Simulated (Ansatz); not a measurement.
Computed with Ansatz on PBE0-D4/def2-TZVP structures; ΔE is electronic, products minus reactants. CBS: MP2 limit from def2 TZ/QZ plus the TZ coupled-cluster correction, frozen cores. This one scheme is used for every species. DFT in def2-TZVPP. B3LYP here is the variant with VWN-RPA as its local correlation; programs differ in this. For Zn outer-core shells are correlated without core-valence functions, which leaves a few kJ/mol of doubt a bond. Scalar relativity is left out up to krypton. One conformer a species, not always the lowest.

`C[N](C)[Zn][OH]` + silanol → `C[N](C)[Zn][O][SiH3]` + H₂O  (ligand exchange at a Zn–O bond)

```csv
species,B3LYP energy (Eh)
`C[N](C)[Zn][OH]`,-1989.94905
`O[SiH3]`,-367.22653
`C[N](C)[Zn][O][SiH3]`,-2280.71584
H₂O,-76.46667
```

Question: Work out ΔE.

Answer: ΔE = (-2280.71584) + (-76.46667) − (-1989.94905) − (-367.22653) = -0.00693 Eh = -18.2 kJ/mol. CCSD(T)/CBS gives -27.0 kJ/mol.

Largest T1 diagnostic among the species: 0.016.

The D4 term adds −4.6 kJ/mol with B3LYP and −2.7 kJ/mol with PBE0; it sums over pairs of atoms, weighted by their polarisabilities, and B3LYP, whose exchange is more repulsive, gets the larger term. At CCSD(T), def2-SVP lies −16.2 kJ/mol from the extrapolated value and def2-TZVPP +0.5 kJ/mol. From PBE to PBE0 (25 % exact exchange), in def2-TZVPP and without D4, ΔE moves by −6.5 kJ/mol.
